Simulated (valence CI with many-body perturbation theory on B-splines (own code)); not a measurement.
**Energy levels of B I**

Computed by valence CI with perturbative core correlation (CI+MBPT): three valence electrons over a frozen Dirac-Fock core [He], a basis of 9 s, 9 p, 8 d, 6 f, 3 g, 1 h functions for each j, with the one-electron correlation potential Σ1 (screened to all orders), the two-electron term Σ2, the three-electron term Σ3, Breit, model QED; selected single and double excitations, second order for the rest, scaled by the run's own slope (own B-spline code, finite nucleus).

Set against measurement, 16 paired levels are off by 42 cm⁻¹ on average, the worst by 62. These come from a selection out of the NIST Handbook of Basic Atomic Spectroscopic Data. Levels without a partner in it may be off by more.

Levels 1 to 22 of 22, with energies above the lowest level, 2s2 2p 2P°_1/2. "Leading %" is the weight of the configuration and term that name the level; weights of strongly mixed levels are sums over their largest components and can fall short, so below about 35 % the name and the second component can differ from the true leading terms, or belong to a minority configuration. In the jj column 3d3/2^4 stands for four electrons in 3d with j = 3/2. Lifetimes count E1, E2, E3, M1 and M2 decay at the calculated energies, and are blank where another channel may lead or the interval is too uncertain; long ones can be off by a factor of two.

```tsv
No.	Configuration	Term	J	E (cm⁻¹)	Leading %	g	Leading jj	Lifetime
1	2s2 2p	2P°	1/2	0.0	93	0.666	2s^2 2p1/2 (93 %)	
2	2s2 2p	2P°	3/2	15.1	93	1.334	2s^2 2p3/2 (93 %)	
3	2s 2p2	4P	1/2	28924	98	2.670	2s 2p1/2^2 (44 %)	43.4 ms
4	2s 2p2	4P	3/2	28931	98	1.735	2s 2p1/2 2p3/2 (87 %)	2.82 s
5	2s 2p2	4P	5/2	28937	98	1.601	2s 2p3/2^2 (65 %)	389 ms
6	2s2 3s	2S	1/2	39993	88	2.002	2s^2 3s (88 %)	3.98 ns
7	2s 2p2	2D	5/2	47890	81	1.200	2s 2p1/2 2p3/2 (54 %)	23.4 ns
8	2s 2p2	2D	3/2	47891	81	0.799	2s 2p1/2 2p3/2 (54 %)	23.4 ns
9	2s2 3p	2P°	1/2	48568	88	0.666	2s^2 3p1/2 (88 %)	58.1 ns
10	2s2 3p	2P°	3/2	48570	88	1.334	2s^2 3p3/2 (88 %)	58.1 ns
11	2s2 3d	2D	3/2	54737	81	0.800	2s^2 3d3/2 (81 %)	4.58 ns
12	2s2 3d	2D	5/2	54737	81	1.200	2s^2 3d5/2 (81 %)	4.58 ns
13	2s2 4s	2S	1/2	54949	87	2.002	2s^2 4s (87 %)	8.94 ns
14	2s2 4p	2P°	1/2	57733	88	0.666	2s^2 4p1/2 (88 %)	217 ns
15	2s2 4p	2P°	3/2	57733	88	1.334	2s^2 4p3/2 (88 %)	217 ns
16	2s2 4d	2D	3/2	59948	88	0.800	2s^2 4d3/2 (88 %)	9.61 ns
17	2s2 4d	2D	5/2	59948	88	1.200	2s^2 4d5/2 (88 %)	9.59 ns
18	2s2 4f	2F°	7/2	59995	89	1.143	2s^2 4f7/2 (89 %)	67.2 ns
19	2s2 4f	2F°	5/2	59995	89	0.857	2s^2 4f5/2 (89 %)	67.2 ns
20	2s2 5s	2S	1/2	60101	86	2.002	2s^2 5s (86 %)	12.9 ns
21	2s2 5p	2P°	1/2	61385	89	0.666	2s^2 5p1/2 (89 %)	423 ns
22	2s2 5p	2P°	3/2	61386	89	1.334	2s^2 5p3/2 (89 %)	431 ns
```

The ionisation energy to 2s2 1S_0 of the next ion comes out as 8.2915 eV (NIST: 8.29802 eV (measured)). All 22 levels together are meant to be complete up to 61489 cm⁻¹.
